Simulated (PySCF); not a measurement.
C4H8OSi, SMILES C/C=C1/OC[SiH2]1.

Geometry: ωB97X-D3(BJ)/def2-SVP. The structure was generated by enumeration; whether it is a known compound was not checked.

Two levels are set side by side: TDDFT-PBE/def2-SVPD (PySCF) and TDDFT-ωB97X/def2-SVPD (PySCF). Vertical, same geometry. The lowest singlet is HOMO→LUMO 100 % with PBE and HOMO→LUMO 92 % with the other functional; states are paired by order. Differences are taken from unrounded values.

```
quantity                               TDDFT-PBE
-------------------------------------  ---------
lowest singlet excitation (eV)              4.15
lowest triplet excitation (TDA) (eV)        3.58
first bright state (f over 0.05) (eV)       5.28
its oscillator strength                     0.18
```

Question: These are the TDDFT-PBE values. What does TDDFT-ωB97X give? (The exact figures need the calculation; the answer reports its results.)

Answer: 
```
quantity                               TDDFT-ωB97X  TDDFT-PBE minus TDDFT-ωB97X
-------------------------------------  -----------  ---------------------------
lowest singlet excitation (eV)                5.80                        -1.65
lowest triplet excitation (TDA) (eV)          3.76                        -0.18
first bright state (f over 0.05) (eV)         6.01                        -0.74
its oscillator strength                       0.33                        -0.15
```

A lower first singlet is the usual sign of a functional without exact exchange. Differences between two approximate levels are no errors against the true value.

Rough cost on one machine, each run with all the roots and properties that it gave: TDDFT-ωB97X against TDDFT-PBE about 10 times.
